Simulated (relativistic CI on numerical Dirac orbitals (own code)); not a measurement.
# Ni2+ in a cubic cluster: 3s photoemission with charge transfer

Computed with a charge-transfer multiplet model of a cubic metal-ligand cluster with up to 2 ligand holes, Slater and spin-orbit integrals from Dirac-Coulomb-Breit ions, Slater integrals scaled by 0.8. The parameters are those of a tetrahedral site (10Dq negative, t2 hopping the larger). The ground state mixes d8 with configurations of k ligand holes L, whose averages lie at kΔ + k(k − 1)U_dd/2; a core hole lowers each added d electron by U_cd. 300 K, Lorentzian 1.4 eV and Gaussian 0.8 eV FWHM.

Atomic integrals in eV (Slater integrals scaled, ζ unscaled), ground: F2dd 9.736, F4dd 6.042, zeta_d 0.080; with the core hole: F2dd 10.650, F4dd 6.651, zeta_d 0.091, G2cd 10.769.

Cluster parameters (eV): Δ = 3.5, U_dd = 7.4, U_cd = 9.3, 10Dq = -0.45, 10Dq(ligand) = 0, final-state hopping factor = 0.8.

```csv
Case,n_d,d8,d9L,d10L2,S
"V(eg) = 0.25 eV, V(t2g) = -0.42 eV",8.01,0.99,0.01,0.00,1.00
"V(eg) = 0.55 eV, V(t2g) = -0.93 eV",8.06,0.94,0.06,0.00,1.00
"V(eg) = 1.15 eV, V(t2g) = -1.95 eV",8.19,0.81,0.18,0.00,1.00
"V(eg) = 1.75 eV, V(t2g) = -2.97 eV",8.31,0.70,0.28,0.01,1.00
"V(eg) = 2.05 eV, V(t2g) = -3.48 eV",8.36,0.66,0.32,0.02,1.00
```

Weights, n_d and S are thermal averages at 300 K. Binding energies count from the first peak over 30 % of the highest in each spectrum, which can be another peak from case to case. The parameters are a model scan and need not match a compound or its usual spin state. Peaks in eV (height, largest 100):
- V(eg) = 0.25 eV, V(t2g) = -0.42 eV: -3.1 (13), 0.0 (100), 6.4 (51)
- V(eg) = 0.55 eV, V(t2g) = -0.93 eV: 0.0 (36), 4.0 (100), 10.4 (57)
- V(eg) = 1.15 eV, V(t2g) = -1.95 eV: 0.0 (100), 5.0 (74), 6.8 (65), 12.3 (48)
- V(eg) = 1.75 eV, V(t2g) = -2.97 eV: 0.0 (100), 6.5 (43), 9.1 (33), 14.7 (20)
- V(eg) = 2.05 eV, V(t2g) = -3.48 eV: 0.0 (100), 7.3 (35), 9.9 (26), 16.1 (13)

For the case V(eg) = 1.15 eV, V(t2g) = -1.95 eV, Δ = 3.5 eV is smaller than U_dd = 7.4 eV, the charge-transfer side of the Zaanen-Sawatzky-Allen scheme. With the core hole the average of the configuration with one ligand hole lies at Δ − U_cd = -5.8 eV before mixing: it lies below the unscreened one, so the lowest final states are mostly screened and the unscreened weight appears at higher binding energy as a satellite.

Without intra-shell correlation the exchange splitting of the 3s hole comes out too large.
